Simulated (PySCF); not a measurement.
PySCF input:

```python
from pyscf import gto, scf, dft

mol = gto.M(
    atom='''
    P    -0.09000591   -0.00215091    0.07867543
    H    -0.13338891    0.02755526   -1.33512432
    H     1.30565829    0.00045897    0.31042723
    H     0.07975178    1.70229304   -0.04171292
    H     0.09806748   -1.69804361   -0.11372140
    ''',
    basis='def2-tzvpd',
    charge=-1,
    spin=0,
    verbose=4,
)

mf = dft.RKS(mol, xc='mn15').density_fit(auxbasis='def2-universal-jkfit')
mf.grids.level = 4
mf.conv_tol = 1e-9
mf.max_cycle = 100
mf.max_memory = 1500
mf.kernel()
if not mf.converged:
    mf = mf.newton()
    mf.kernel(mf.make_rdm1())
mf.analyze()
```

Task: Predict the final energy.

Result: -343.56651 Eh (MN15/def2-TZVPD).

Whether it binds its extra electron was not tested at this geometry.
